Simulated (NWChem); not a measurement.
All runs are NWChem calculations. System: H$_{6}$NSi$_{2}$, charge 1, spin multiplicity 1, at the geometry of a parent with another charge or spin, in a state set for the comparison that need not be this species' ground state. Level: B2PLYP/def2-SVPD, 11 core orbitals frozen.

Output (cleaned and shortened):

```
             Northwest Computational Chemistry Package (NWChem) 7.3.0
             --------------------------------------------------------

                                NWChem Input Module
                                -------------------

 Scaling coordinates for geometry "geometry" by  1.889725989
 (inverse scale =  0.529177249)

                             Geometry "geometry" -> ""
                             -------------------------

 Output coordinates in angstroms (scale by  1.889725989 to convert to a.u.)

  No.       Tag          Charge          X              Y              Z
 ---- ---------------- ---------- -------------- -------------- --------------
    1 Si                  14.0000     1.56375200    -0.39080900    -0.33517800
    2 N                    7.0000     0.16460000     0.56861100     0.10715500
    3 Si                  14.0000    -1.52720300     0.11758000     0.18882200
    4 H                    1.0000     1.29266000    -1.80271000     0.08632200
    5 H                    1.0000     2.76055500     0.14842000     0.39476000
    6 H                    1.0000     0.34490000     1.57161800     0.15232500
    7 H                    1.0000    -1.58991200    -1.36603000     0.28979400
    8 H                    1.0000    -2.30694600     0.55257400    -1.01042500
    9 H                    1.0000    -2.16514300     0.74106000     1.38611400

 Effective nuclear repulsion energy (a.u.)     145.5959123352

            Nuclear Dipole moment (a.u.)
            ----------------------------
        X                 Y               Z
 ---------------- ---------------- ----------------
     0.0000000000     0.0000056692    -0.0000170075


 Summary of "ao basis" -> "" (spherical)
 ------------------------------------------------------------------------------
       Tag                 Description            Shells   Functions and Types
 ---------------- ------------------------------  ------  ---------------------
 *                         def2-svpd                  on all atoms

  dft_input: which_mp2 not specified, using semidirect MP2 by default.

                                 NWChem DFT Module
                                 -----------------

 Summary of "ao basis" -> "ao basis" (spherical)
 ------------------------------------------------------------------------------
       Tag                 Description            Shells   Functions and Types
 ---------------- ------------------------------  ------  ---------------------
 Si                        def2-svpd                10       24   5s3p2d
 N                         def2-svpd                 8       20   4s2p2d
 H                         def2-svpd                 4        8   2s2p

 Summary of "ao basis" -> "ao basis" (spherical)
 ------------------------------------------------------------------------------
       Tag                 Description            Shells   Functions and Types
 ---------------- ------------------------------  ------  ---------------------
 Si                        def2-svpd                10       24   5s3p2d
 N                         def2-svpd                 8       20   4s2p2d
 H                         def2-svpd                 4        8   2s2p

            General Information
            -------------------
          SCF calculation type: DFT
          Wavefunction type:  closed shell.
          No. of atoms     :     9
          No. of electrons :    40
           Alpha electrons :    20
            Beta electrons :    20
          Charge           :     1
          Spin multiplicity:     1
          Use of symmetry is: off; symmetry adaption is: off
          Maximum number of iterations: 100
          AO basis - number of functions:   116
                     number of shells:    52
          Convergence on energy requested:  1.00D-06
          Convergence on density requested:  1.00D-05
          Convergence on gradient requested:  5.00D-04

              XC Information
              --------------
                     Hartree-Fock (Exact) Exchange  0.530
                    Becke 1988 Exchange Functional  0.470
              Lee-Yang-Parr Correlation Functional  0.730

             Grid Information
[...]
                       ------------------------------------

 Vector   18  Occ=2.000000D+00  E=-6.126299D-01
              MO Center= -2.7D-01,  3.7D-01,  7.1D-02, r^2= 2.7D+00
   Bfn.  Coefficient  Atom+Function         Bfn.  Coefficient  Atom+Function
  ----- ------------  ---------------      ----- ------------  ---------------
    31      0.392144  2 N  pz                34     -0.304046  2 N  pz
    55     -0.186368  3 Si pz                 4      0.152603  1 Si s
    29      0.153039  2 N  px               101      0.146582  8 H  s
   109     -0.146150  9 H  s                 58     -0.139985  3 Si pz
    11     -0.121127  1 Si pz                28     -0.118368  2 N  s

 Vector   19  Occ=2.000000D+00  E=-5.629264D-01
              MO Center= -1.6D+00, -3.3D-01,  4.5D-01, r^2= 2.4D+00
   Bfn.  Coefficient  Atom+Function         Bfn.  Coefficient  Atom+Function
  ----- ------------  ---------------      ----- ------------  ---------------
    93      0.360185  7 H  s                 57     -0.280853  3 Si py
    54     -0.277194  3 Si py               109     -0.264341  9 H  s
    51      0.157115  3 Si py                28      0.129407  2 N  s
    94      0.126561  7 H  s                101     -0.102303  8 H  s
    53      0.082324  3 Si px                 4     -0.080433  1 Si s

 Vector   20  Occ=2.000000D+00  E=-5.355673D-01
              MO Center= -1.3D+00,  3.9D-01, -8.6D-02, r^2= 3.5D+00
   Bfn.  Coefficient  Atom+Function         Bfn.  Coefficient  Atom+Function
  ----- ------------  ---------------      ----- ------------  ---------------
   101      0.324169  8 H  s                 31     -0.263998  2 N  pz
   109     -0.235555  9 H  s                 55     -0.231499  3 Si pz
    58     -0.222863  3 Si pz                34      0.218693  2 N  pz
    11      0.130235  1 Si pz                52      0.127832  3 Si pz
    14      0.113887  1 Si pz               102      0.113714  8 H  s

 Vector   21  Occ=0.000000D+00  E=-3.137103D-01
              MO Center=  1.5D+00, -2.8D-01, -6.4D-01, r^2= 2.9D+00
   Bfn.  Coefficient  Atom+Function         Bfn.  Coefficient  Atom+Function
  ----- ------------  ---------------      ----- ------------  ---------------
    14      0.465651  1 Si pz                11      0.347163  1 Si pz
     3     -0.279756  1 Si s                  4     -0.271351  1 Si s
    31      0.266605  2 N  pz                34     -0.242497  2 N  pz
     8     -0.177948  1 Si pz                77      0.158786  5 H  s
     2     -0.157495  1 Si s                 69      0.145557  4 H  s

 Vector   22  Occ=0.000000D+00  E=-1.568577D-01
              MO Center=  1.1D+00, -4.6D-02, -2.7D-01, r^2= 6.1D+00
   Bfn.  Coefficient  Atom+Function         Bfn.  Coefficient  Atom+Function
  ----- ------------  ---------------      ----- ------------  ---------------
    28      2.601342  2 N  s                 48     -1.157139  3 Si s
     4     -1.115174  1 Si s                 86     -0.795867  6 H  s
    27     -0.528086  2 N  s                 49      0.447244  3 Si s
     5      0.367441  1 Si s                 91      0.350367  6 H  py
    20      0.286301  1 Si d -2              26     -0.228401  2 N  s

 Vector   23  Occ=0.000000D+00  E=-1.205333D-01
              MO Center=  1.1D+00, -3.4D-01, -5.7D-01, r^2= 5.5D+00
   Bfn.  Coefficient  Atom+Function         Bfn.  Coefficient  Atom+Function
  ----- ------------  ---------------      ----- ------------  ---------------
     5      0.502234  1 Si s                  4     -0.422848  1 Si s
    21      0.387450  1 Si d -1              49      0.368515  3 Si s
    48     -0.362920  3 Si s                 28     -0.339825  2 N  s
    12     -0.305106  1 Si px                13     -0.292390  1 Si py
    78      0.248072  5 H  s                 23     -0.234464  1 Si d  1

 center of mass
 --------------
 x =   0.04103799 y =   0.00402565 z =  -0.03195062

 moments of inertia (a.u.)
 ------------------
          90.108171249764          81.836029056181          79.750959010490
          81.836029056181         584.388725964476         -19.136753596668
          79.750959010490         -19.136753596668         620.806154397159

     Multipole analysis of the density
     ---------------------------------

     L   x y z        total         alpha         beta         nuclear
     -   - - -        -----         -----         ----         -------
     0   0 0 0      1.000000    -20.000000    -20.000000     41.000000

     1   1 0 0      1.819743      0.909872      0.909872      0.000000
     1   0 1 0     -0.042268     -0.021137     -0.021137      0.000006
     1   0 0 1     -0.622996     -0.311489     -0.311489     -0.000017

     2   2 0 0    -12.733628   -165.324308   -165.324308    317.914988
     2   1 1 0     -1.892491     21.373822     21.373822    -44.640136
     2   1 0 1     -3.049787     18.345599     18.345599    -39.740984
     2   0 2 0    -20.504835    -33.566726    -33.566726     46.628617
     2   0 1 1      0.889056     -4.530971     -4.530971      9.950998
     2   0 0 2    -22.189554    -20.674316    -20.674316     19.159078

                   NWChem MP2 Semi-direct Energy/Gradient Module
                   ---------------------------------------------

  Basis functions       =    116
  Molecular orbitals    =    116
  Frozen core           =     11
  Frozen virtuals       =      0
  Active alpha occupied =      9
  Active beta occupied  =      9
  Active alpha virtual  =     96
  Active beta virtual   =     96
  Use MO symmetry       = F
  Use skeleton AO sym   = F

  AO/Fock/Back tols     =   1.0D-09  1.0D-09  1.0D-09

 GA uses MA = F    GA memory limited = T

 Available:
  local mem=  4.43D+07
 global mem=  1.44D+08
 local disk=  0.00D+00
  mp2_memr nvloc                    96
  nvloc new                    96
   1 passes of   9:        3145728                      49482                  19525806.
   1 passes of   9: M     44322288           G      144152288           F      41176560.

 Semi-direct pass number   1 of   1  for RHF alpha+beta  at        6.7s
  vrange nnbf                  6639
  mp2_eaftype                    74  avail_ma_in_mb                   386
 EAF : mp2_eaftype filesize          74    9762903.
  mp2_eaf for mointskh                     74
Node 0 wrote     45.9 Mb in      0.1 s     Agg I/O rate:   868.9 Mb/s
 Done moints_semi at        9.0s
  mp2_eaftype                    74  avail_ma_in_mb                   386
 EAF : mp2_eaftype filesize          74    9762903.
  mp2_eaf for kh                    74
 Done maket at        9.2s
 Done multipass loop at        9.2s

          -------------------------------------------
          DFT energy                    -636.389299821926
          Unscaled MP2 energy             -0.479634195179
          Total DFT+MP2 energy          -636.518801054625
          -------------------------------------------

 -----------------------
 Performance information
 -----------------------

 Timer overhead =  9.61D-08 seconds/call

               Nr. of calls         CPU time (s)                 Wall time (s)                GFlops
             ---------------    -------------------     ------------------------------   -------------------
Name         Min   Avg   Max    Min     Avg     Max     Min     Avg     Max   Mx/calls   Min     Max     Sum
mp2: moin     1     1     1    2.3     2.3     2.3      2.3     2.3     2.3     2.3      0.0     0.0     0.0
mp2: make     1     1     1   0.12    0.12    0.12     0.12    0.12    0.12    0.12      0.0     0.0     0.0
mp2: tota     1     1     1    2.5     2.5     2.5      2.5     2.5     2.5     2.5      0.0     0.0     0.0

 The average no. of pstat calls per process was 3.00D+00
 with a timing overhead of 2.88D-07s

 Task  times  cpu:        9.1s     wall:        9.1s

 Total times  cpu:        9.2s     wall:        9.2s
```

**Question.** Write an NWChem input that would produce this output.

**Answer.** One answer among several that fit: 
```
start mol
memory heap 200 mb stack 900 mb global 1100 mb
charge 1
geometry units angstroms nocenter noautoz noautosym
  Si     1.563752    -0.390809    -0.335178
  N      0.164600     0.568611     0.107155
  Si    -1.527203     0.117580     0.188822
  H      1.292660    -1.802710     0.086322
  H      2.760555     0.148420     0.394760
  H      0.344900     1.571618     0.152325
  H     -1.589912    -1.366030     0.289794
  H     -2.306946     0.552574    -1.010425
  H     -2.165143     0.741060     1.386114
end
basis spherical
  * library def2-svpd
end
dft
  xc hfexch 0.53 becke88 0.47 lyp 0.73 mp2 0.27
  dftmp2
  semidirect memsize 60000000 filesize 0
  iterations 100
end
mp2
  freeze core 11
end
task dft energy
```
